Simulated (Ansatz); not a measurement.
Molecule: NO (charge 0, quartet). The spin state was set by rule; other spins were not relaxed. SMILES: [O][N]
Geometry: optimised at B3LYP-D3(BJ)/def2-TZVP (Ansatz, a program for electronic structure).

Atomisation energy built up term by term with Ansatz (kcal/mol; UHF references for open shells; valence terms freeze the core; atomic spin-orbit terms are left out). CBS marks a two-point X^-3 extrapolation of the correlation energy; Hartree-Fock from the larger set (for Q and 5 zeta extrapolated as (X+1)exp(-9√X)).

| term | basis | kcal/mol |
|---|---|---|
| Hartree-Fock | CBS(cc-pVQZ,cc-pV5Z) | -10.58 |
| CCSD correlation | CBS(cc-pVQZ,cc-pV5Z) | 46.95 |
| (T) | CBS(cc-pVQZ,cc-pV5Z) | 4.96 |
| CCSDT - CCSD(T) | cc-pVDZ | 0.53 |
| (Q) | cc-pVDZ | 0.35 |
| core correlation | cc-pwCVTZ | 0.14 |
| scalar relativity (X2C) | cc-pVTZ-DK against cc-pVTZ | -0.08 |
| sum: De |  | 42.3 |

(T) makes 12.0 % of the CCSD(T) atomisation energy; over 10 % points to strong static correlation.
